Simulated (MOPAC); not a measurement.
MOPAC input (PM3):

```
PM3 FORCE THERMO(298,298) PRECISE LET CHARGE=-1 GEO-OK AUX(PRECISION=9) THREADS=1
C2H5GeO2

C     2.73911456 1    0.23516206 1   -0.07222899 1
C     1.38945149 1    0.09689454 1   -0.04467787 1
O     0.62832225 1   -0.93724175 1   -0.37229343 1
O     0.46274161 1    0.98767024 1    0.32800386 1
Ge   -1.08410661 1   -0.09520452 1    0.02782240 1
H     3.38442904 1   -0.56707103 1   -0.39704180 1
H     3.22317652 1    1.15195485 1    0.22911779 1
H    -1.59066087 1   -1.21486390 1    0.94848936 1
H    -1.72133453 1   -0.39471203 1   -1.33676330 1
H    -1.98646914 1    1.07152809 1    0.49814828 1
```

From the output:

```
     H   10   0.003348   0.174490   0.174490   2.240871

          HEAT OF FORMATION =     -91.900543 KCALS/MOLE

          ZERO POINT ENERGY      38.358 KCAL/MOL

           NORMAL COORDINATE ANALYSIS (Total motion = 1 Angstrom)

   Root No.       1         2         3         4         5         6         7         8

                 1 A"      2 A"      1 A'      2 A'      3 A'      3 A"      4 A"      5 A"

                  78.5     148.4     293.3     472.3     525.3     546.3     550.1     631.7

           1    0.0000    0.0000   -0.0039   -0.1221    0.0317   -0.0000    0.0000   -0.0000
           2   -0.0000   -0.0000   -0.0994    0.0350    0.0296    0.0000   -0.0000    0.0000
           3   -0.0289   -0.0860    0.0000   -0.0000   -0.0000    0.0031   -0.0049    0.0009
           4   -0.0000   -0.0000   -0.0029   -0.1004    0.0261    0.0000   -0.0000   -0.0000
           5    0.0000    0.0000    0.0849   -0.0224   -0.0133   -0.0000    0.0000    0.0000
           6    0.0056    0.0278   -0.0000   -0.0000    0.0000   -0.0149    0.0257    0.1610
           7   -0.0000   -0.0000   -0.0227   -0.1349   -0.0562   -0.0000   -0.0000    0.0000
           8    0.0000    0.0000    0.0900   -0.0161    0.0324    0.0000    0.0000   -0.0000
           9    0.0569    0.0592   -0.0000   -0.0000   -0.0000    0.0112    0.0191   -0.0524
          10    0.0000   -0.0000    0.0082   -0.0244    0.0794    0.0000    0.0000    0.0000
          11   -0.0000    0.0000    0.0852    0.0329    0.0041   -0.0000   -0.0000   -0.0000
          12   -0.0058    0.0949   -0.0000   -0.0000    0.0000   -0.0199   -0.0014   -0.0526
          13    0.0000    0.0000    0.0049    0.0764   -0.0147   -0.0000    0.0000   -0.0000
          14   -0.0000   -0.0000   -0.0295   -0.0096   -0.0173    0.0000   -0.0000    0.0000
          15   -0.0048   -0.0183    0.0000    0.0000    0.0000    0.0068   -0.0129    0.0057
          16    0.0000    0.0000   -0.1605   -0.0488    0.1138    0.0000    0.0000    0.0000
          17   -0.0000   -0.0000   -0.1981    0.0832    0.0825   -0.0000   -0.0000   -0.0000
          18   -0.0152   -0.1488    0.0000   -0.0000   -0.0000   -0.2845   -0.1660   -0.2656
          19    0.0000    0.0000    0.1520   -0.2100   -0.0446   -0.0000   -0.0000    0.0000
          20   -0.0000   -0.0000   -0.1982    0.0911    0.0799    0.0000    0.0000   -0.0000
          21   -0.0696   -0.1157    0.0000   -0.0000   -0.0000    0.3137    0.1140   -0.2567
          22    0.0739    0.0551   -0.0172   -0.0497   -0.1232    0.0932   -0.1808    0.0476
          23    0.2261   -0.1120   -0.0280    0.0569    0.0995    0.0113   -0.0189    0.0204
          24   -0.1672    0.0135    0.0057    0.0108   -0.0031   -0.0593    0.1124   -0.0394
          25   -0.0739   -0.0551   -0.0172   -0.0497   -0.1232   -0.0932    0.1808   -0.0476
          26   -0.2261    0.1120   -0.0280    0.0569    0.0995   -0.0113    0.0189   -0.0204
          27   -0.1672    0.0135   -0.0057   -0.0108    0.0031   -0.0593    0.1124   -0.0394
          28   -0.0000    0.0000   -0.0035    0.0366    0.1824    0.0000   -0.0000    0.0000
          29    0.0000   -0.0000   -0.0356   -0.0117    0.1068   -0.0000    0.0000   -0.0000
          30    0.2317   -0.1982    0.0000    0.0000   -0.0000   -0.1238    0.2285   -0.0749

   Root No.       9        10        11        12        13        14        15        16

                 4 A'      5 A'      6 A"      7 A"      6 A'      7 A'      8 A'      9 A'

                 632.8     700.6     781.0     796.1     805.7     852.2     945.5    1158.4

           1   -0.0094   -0.0069   -0.0000    0.0000   -0.0415   -0.0426    0.0001    0.0808
           2   -0.0019   -0.0019    0.0000   -0.0000    0.0025   -0.0014   -0.0903    0.0032
           3   -0.0000   -0.0000    0.0112   -0.0950   -0.0000   -0.0000    0.0000    0.0000
           4   -0.0066   -0.0056    0.0000   -0.0000   -0.0273   -0.0257    0.0002   -0.0027
           5    0.0247   -0.0116   -0.0000    0.0000    0.0056   -0.0012   -0.0016   -0.0059
           6   -0.0000    0.0000   -0.0081    0.0750   -0.0000   -0.0000   -0.0000    0.0000
           7    0.0366   -0.0107    0.0000    0.0000    0.0253    0.0541    0.0325   -0.0486
           8   -0.0170    0.0024   -0.0000   -0.0000   -0.0292   -0.0582    0.0236   -0.0918
           9    0.0000   -0.0000   -0.0069   -0.0162    0.0000    0.0000   -0.0000    0.0000
          10   -0.0417    0.0216    0.0000    0.0000    0.0340    0.0691   -0.0352   -0.0455
          11   -0.0096    0.0154   -0.0000   -0.0000    0.0318    0.0646    0.0285    0.0966
          12   -0.0000   -0.0000   -0.0016   -0.0155   -0.0000   -0.0000   -0.0000   -0.0000
          13    0.0036   -0.0066    0.0000   -0.0000   -0.0077   -0.0069    0.0004   -0.0009
          14   -0.0051   -0.0057   -0.0000    0.0000   -0.0002   -0.0021   -0.0005   -0.0005
          15    0.0000    0.0000   -0.0019    0.0009   -0.0000    0.0000    0.0000    0.0000
          16   -0.0656    0.0161    0.0000   -0.0000   -0.0598   -0.0458    0.3488    0.2752
          17   -0.0381    0.0132   -0.0000    0.0000   -0.0072   -0.0015    0.1338    0.1082
          18    0.0000   -0.0000   -0.0438    0.3232   -0.0000   -0.0000    0.0000    0.0000
          19    0.0443   -0.0325    0.0000   -0.0000   -0.0470   -0.0652   -0.3463    0.2969
          20   -0.0369    0.0144   -0.0000    0.0000    0.0044    0.0115    0.1336   -0.1167
          21    0.0000   -0.0000   -0.0326    0.3284   -0.0000   -0.0000   -0.0000    0.0000
          22   -0.0841    0.2750    0.2151    0.0434    0.1213   -0.1548   -0.0131    0.0114
          23    0.2222    0.1556   -0.2046   -0.0305   -0.1480    0.1031    0.0060   -0.0152
          24   -0.0644   -0.2304    0.0059   -0.0058    0.0229    0.0241    0.0077   -0.0017
          25   -0.0841    0.2750   -0.2151   -0.0434    0.1213   -0.1548   -0.0131    0.0114
          26    0.2222    0.1556    0.2046    0.0305   -0.1480    0.1031    0.0060   -0.0152
          27    0.0644    0.2304    0.0059   -0.0058   -0.0229   -0.0241   -0.0077    0.0017
          28    0.2016   -0.0806   -0.0000   -0.0000    0.2989   -0.2259    0.0344    0.0344
          29    0.1471   -0.0507    0.0000    0.0000    0.1719   -0.1350    0.0283    0.0333
          30   -0.0000    0.0000    0.3001    0.0390   -0.0000    0.0000   -0.0000   -0.0000

   Root No.      17        18        19        20        21        22        23        24

                10 A'     11 A'     12 A'     13 A'      8 A"     14 A'     15 A'     16 A'

                1351.9    1454.8    1872.5    1914.1    1933.0    2004.1    3183.3    3199.8

           1   -0.0832    0.0223   -0.1751    0.0011   -0.0000    0.0053   -0.0444    0.0002
           2   -0.0026   -0.0401   -0.0005   -0.0007   -0.0000    0.0001   -0.0004   -0.0652
           3   -0.0000    0.0000   -0.0000    0.0000    0.0000    0.0000   -0.0000    0.0000
           4   -0.0377   -0.0024    0.3016   -0.0020    0.0000   -0.0109    0.0035   -0.0000
           5    0.0132    0.2616    0.0084    0.0059   -0.0000   -0.0009   -0.0001   -0.0009
           6   -0.0000   -0.0000    0.0000   -0.0000   -0.0001   -0.0000    0.0000    0.0000
           7    0.0228   -0.0605   -0.0391   -0.0032    0.0000    0.0048    0.0004    0.0004
           8    0.0312   -0.1034   -0.0423   -0.0007   -0.0000    0.0017    0.0005    0.0001
           9   -0.0000    0.0000    0.0000   -0.0000   -0.0019    0.0000   -0.0000    0.0000
          10    0.0262    0.0481   -0.0331    0.0047    0.0000    0.0040    0.0003   -0.0004
          11   -0.0406   -0.0892    0.0345   -0.0031   -0.0000   -0.0015   -0.0004    0.0001
          12    0.0000    0.0000   -0.0000    0.0000   -0.0007    0.0000    0.0000   -0.0000
          13    0.0009   -0.0001   -0.0033    0.0006    0.0000    0.0047   -0.0000    0.0000
          14    0.0004    0.0061    0.0003   -0.0081   -0.0000    0.0004    0.0000    0.0000
          15    0.0000   -0.0000   -0.0000    0.0000   -0.0093    0.0000    0.0000   -0.0000
          16    0.3127    0.1054   -0.0269    0.0022   -0.0000    0.0012    0.2373   -0.2537
          17    0.2326    0.0196    0.1108    0.0000   -0.0000   -0.0035   -0.4081    0.3951
          18   -0.0000   -0.0000   -0.0000    0.0000   -0.0006    0.0000    0.0000   -0.0000
          19    0.2949   -0.1569   -0.0305   -0.0015   -0.0000    0.0017    0.2415    0.2516
          20   -0.2272    0.0801   -0.1094    0.0012    0.0000    0.0033    0.4124    0.3892
          21    0.0000   -0.0000    0.0000   -0.0000    0.0013   -0.0000   -0.0000   -0.0000
          22   -0.0015    0.0294   -0.0147    0.1076    0.2122   -0.1303    0.0003    0.0000
          23    0.0042   -0.0242   -0.0303    0.0836    0.2162   -0.1456    0.0000   -0.0000
          24    0.0014   -0.0317   -0.0448    0.1954    0.3704   -0.2603    0.0002   -0.0000
          25   -0.0015    0.0294   -0.0147    0.1076   -0.2122   -0.1303    0.0003    0.0000
          26    0.0042   -0.0242   -0.0303    0.0836   -0.2162   -0.1456    0.0000   -0.0000
          27   -0.0014    0.0317    0.0448   -0.1954    0.3704    0.2603   -0.0002    0.0000
          28   -0.0087   -0.0415   -0.0363   -0.2725    0.0000   -0.1557    0.0001   -0.0000
          29   -0.0151   -0.0715    0.0654    0.4129   -0.0000    0.2697   -0.0003   -0.0000
          30    0.0000    0.0000   -0.0000   -0.0000   -0.0290   -0.0000    0.0000   -0.0000

           MASS-WEIGHTED COORDINATE ANALYSIS (NORMAL COORDINATES)

   Root No.       1         2         3         4         5         6         7         8

                 1 A"      2 A"      1 A'      2 A'      3 A'      3 A"      4 A"      5 A"

                  78.5     148.4     293.3     472.3     525.3     546.3     550.1     631.7

           1    0.0000    0.0000   -0.0168   -0.3947    0.1822   -0.0000    0.0000   -0.0000
           2   -0.0000   -0.0000   -0.4249    0.1130    0.1704    0.0000   -0.0000    0.0000
           3   -0.1846   -0.4545    0.0000   -0.0000   -0.0000    0.0222   -0.0371    0.0041
           4   -0.0000   -0.0000   -0.0123   -0.3246    0.1502    0.0000   -0.0000   -0.0000
           5    0.0000    0.0000    0.3629   -0.0724   -0.0764   -0.0000    0.0000    0.0000
           6    0.0360    0.1470   -0.0000   -0.0000    0.0000   -0.1061    0.1935    0.7499
           7   -0.0000   -0.0000   -0.1118   -0.5036   -0.3733   -0.0000   -0.0000    0.0000
           8    0.0000    0.0000    0.4441   -0.0599    0.2155    0.0000    0.0000   -0.0000
           9    0.4198    0.3612   -0.0000   -0.0000   -0.0000    0.0921    0.1662   -0.2817
          10    0.0000   -0.0000    0.0406   -0.0910    0.5272    0.0000    0.0000    0.0000
          11   -0.0000    0.0000    0.4205    0.1228    0.0275   -0.0000   -0.0000   -0.0000
          12   -0.0425    0.5792   -0.0000   -0.0000    0.0000   -0.1644   -0.0121   -0.2829
          13    0.0000    0.0000    0.0520    0.6072   -0.2085   -0.0000    0.0000   -0.0000
          14   -0.0000   -0.0000   -0.3095   -0.0766   -0.2442    0.0000   -0.0000    0.0000
          15   -0.0758   -0.2378    0.0000    0.0000    0.0000    0.1200   -0.2391    0.0658
          16    0.0000    0.0000   -0.1987   -0.0457    0.1897    0.0000    0.0000    0.0000
          17   -0.0000   -0.0000   -0.2453    0.0779    0.1375   -0.0000   -0.0000   -0.0000
          18   -0.0281   -0.2279    0.0000   -0.0000   -0.0000   -0.5885   -0.3621   -0.3583
          19    0.0000    0.0000    0.1882   -0.1967   -0.0744   -0.0000   -0.0000    0.0000
          20   -0.0000   -0.0000   -0.2454    0.0854    0.1332    0.0000    0.0000   -0.0000
          21   -0.1289   -0.1772    0.0000   -0.0000   -0.0000    0.6489    0.2487   -0.3464
          22    0.1368    0.0844   -0.0213   -0.0466   -0.2054    0.1927   -0.3945    0.0642
          23    0.4186   -0.1715   -0.0346    0.0533    0.1659    0.0234   -0.0412    0.0276
```

The dipole moment of an ion depends on the origin.
